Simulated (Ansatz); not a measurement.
Start from `[NH2][Ge][NH2]` and change one atom or group to get `[NH2][Ge][Cl]`.

Ansatz, PBE0-D4/def2-TZVP geometries, multiplicity 1. Each molecule was computed in one conformer, which needn't be the lowest.

Scalar relativity is left out up to krypton.

| property | `[NH2][Ge][NH2]` |
| --- | --- |
| HOMO energy (B3LYP/def2-TZVPP) / eV | -6.66 |
| LUMO energy (PBE/def2-TZVPP) / eV | -1.34 |
| size of the dipole moment (ωB97M-V/def2-TZVPP) / D | 1.32 |
| zero-point energy (PBE0-D4/def2-TZVP) / kJ/mol | 133.0 |
| LUMO energy (PBE0/def2-TZVPP) / eV | -0.59 |
| LUMO energy (B3LYP/def2-TZVPP) / eV | -0.81 |

(1) Give the same properties after the change, and the shifts. (Best estimate.)

Results:

(1) The calculation gave: 
| property | `[NH2][Ge][Cl]` | shift |
| --- | --- | --- |
| HOMO energy (B3LYP/def2-TZVPP) / eV | -7.35 | -0.69 |
| LUMO energy (PBE/def2-TZVPP) / eV | -2.54 | -1.20 |
| size of the dipole moment (ωB97M-V/def2-TZVPP) / D | 2.88 | 1.56 |
| zero-point energy (PBE0-D4/def2-TZVP) / kJ/mol | 70.5 | -62.5 |
| LUMO energy (PBE0/def2-TZVPP) / eV | -1.81 | -1.22 |
| LUMO energy (B3LYP/def2-TZVPP) / eV | -2.01 | -1.20 |

With PBE0 the HOMO falls by 0.72 eV and the LUMO falls by 1.22 eV, so the gap narrows by about 0.50 eV. PBE moves the HOMO by -0.83 eV and ωB97M-V by -0.65 eV. The zero-point energy changes by -62.5 kJ/mol with -6 modes. Dipoles are sizes alone; their direction can turn.

B3LYP here is the variant with VWN-RPA as its local correlation; programs differ in this.
